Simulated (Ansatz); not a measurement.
Born–Oppenheimer molecular dynamics of CH₈AlFSi₂ (13 atoms, charge 0, multiplicity 1). It starts from a relaxed structure.

Level of theory: Ansatz 0.2.0, RKS B3LYP-D4/STO-3G.

| Property | Result |
| --- | --- |
| ensemble | NVT, Nosé–Hoover chain |
| time step | 0.5 fs |
| steps asked | 100 |
| set temperature | 300 K |
| thermostat | time constant 300 fs, chain length 1 |
| seed | 826222 |

First frame:

```xyz
13
Properties=species:S:1:pos:R:3
C -1.046 -0.645 1.714
Si 0.259 -1.504 0.654
Al 0.832 -0.290 -1.220
F 1.611 -1.079 -2.421
Si 0.387 1.946 -1.539
H -1.983 -0.496 1.161
H -0.706 0.343 2.050
H -1.286 -1.231 2.611
H -0.257 -2.821 0.338
H 1.402 -1.742 1.514
H 0.244 2.672 -0.295
H 1.411 2.644 -2.288
H -0.847 2.168 -2.263
```

Question: How far do the bonds stretch over the last three quarters of this one trajectory? (Pairs bonded in most of those frames.)

Answer: 
```tsv
bond	mean (Å)	spread (Å)	shortest	longest
C1–Si2	1.890	0.023	1.87	1.95
C1–H6	1.099	0.012	1.08	1.12
C1–H7	1.100	0.012	1.08	1.12
C1–H8	1.100	0.013	1.08	1.12
Si2–Al3	2.308	0.047	2.23	2.36
Si2–H9	1.451	0.023	1.42	1.48
Si2–H10	1.452	0.013	1.43	1.47
Al3–F4	1.634	0.010	1.62	1.65
Al3–Si5	2.274	0.026	2.24	2.32
Si5–H11	1.455	0.054	1.37	1.53
Si5–H12	1.448	0.002	1.44	1.45
Si5–H13	1.450	0.018	1.42	1.48
```

Mean temperature of the second half: 150 K. The conserved energy stayed within 0.19 meV per atom of its start (net change 0.084 meV per atom), so the integration is sound. The mean temperature of the second half is 50 % below the set value. A run of 0.05 ps of so small a system gives no equilibrium averages. Limits of this set-up: minimal basis.

Run time: 3.3 min on 1 CPU thread of a shared host.
